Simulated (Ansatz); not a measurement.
Reaction (hydrogenolysis of the Si–C bond): `C=C[Si](O)(O)O` + H₂ → `O[SiH](O)O` + `C=C`

Gas-phase electronic energies from Ansatz, PBE0-D4/def2-TZVP geometries. CCSD(T)/CBS adds triple-zeta CCSD(T) − MP2 to the extrapolated MP2 energy (def2 sets, frozen cores). This one scheme is used for every species. Functionals use def2-TZVPP. One conformer a species, not always the lowest.

`C=C[Si](O)(O)O`:

```xyz
12

C     0.862    1.795    0.400
C    -0.260    1.165    0.060
Si   -0.371   -0.668   -0.148
O    -1.257   -0.908   -1.499
O     1.131   -1.333   -0.204
O    -1.135   -1.438    1.076
H     1.790    1.256    0.566
H     0.906    2.873    0.533
H    -1.159    1.761   -0.088
H    -1.622   -1.785   -1.628
H     1.717   -1.034   -0.901
H    -0.601   -1.685    1.833
```

H₂:

```xyz
2

H    -0.088    0.187    0.311
H     0.088   -0.187   -0.311
```

`O[SiH](O)O`:

Z-matrix (Å, degrees):
```
Si
O 1 1.641
O 1 1.633 2 105.0
O 1 1.630 2 114.4 3 -119.5
H 1 1.476 2 110.6 3 122.9
H 2 0.958 1 117.9 3 -173.6
H 3 0.958 1 116.6 2 25.4
H 4 0.959 1 117.6 2 72.3
```

`C=C`:

Z-matrix (Å, degrees):
```
C
C 1 1.323
H 1 1.085 2 121.7
H 1 1.085 2 121.7 3 -180.0
H 2 1.085 1 121.7 3 -0.0
H 2 1.085 1 121.7 3 -180.0
```

CCSD(T)/CBS gives -2.8 kcal/mol.

Question: Another level gave -3.3 kcal/mol. Which?
A. r2SCANh-D4/def2-TZVPP
B. BLYP/def2-TZVPP
C. LC-ωPBE/def2-TZVPP
D. PBE-QIDH/def2-TZVPP

Answer: D. PBE-QIDH -3.3, r2SCANh-D4 -2.0, BLYP -5.9, LC-ωPBE -4.3 kcal/mol.

Largest T1 diagnostic among the species: 0.012.

The D4 term adds +3.3 kcal/mol with B3LYP and +1.8 kcal/mol with PBE0; it sums over pairs of atoms, weighted by their polarisabilities, and B3LYP, whose exchange is more repulsive, gets the larger term. At CCSD(T), def2-SVP lies −1.7 kcal/mol from the extrapolated value and def2-TZVPP −0.1 kcal/mol.

B3LYP here is the variant with VWN-RPA as its local correlation; programs differ in this.
